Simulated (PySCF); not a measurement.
## The Si–F bond energy of SiF₃⁺

These are results of PySCF, PBE0, basis Si def2-TZVP, F def2-TZVP (no relativity, density fitting), not measurements.

Each entry is the lowest minimum that a search over a few typed start shapes (and spin states, where more than one is plausible) found, or that minimum re-optimised at the stated level; isomers with ligand–ligand bonds, or fragments after loss of a ligand pair, can lie lower.

Total energies (Eh), which compare only within these settings: F atom -99.67618.

```
species  2S+1  group      E (Eh)  ZPE (kJ/mol)
  SiF₂⁺     2    C2v  -488.67256          14.1
  SiF₃⁺     1    D3h  -588.56990          25.3
```

Problem. What are De and D0 for SiF₃⁺ → SiF₂⁺ + F?

Solution. De = [(-488.67256) + (-99.67618) − (-588.56990)] × 2625.5 = 581 kJ/mol. The zero-point energy changes by -11.2 kJ/mol, so D0 = 569 kJ/mol.

Atoms and open shells are unrestricted, without spin–orbit or basis-set superposition corrections.
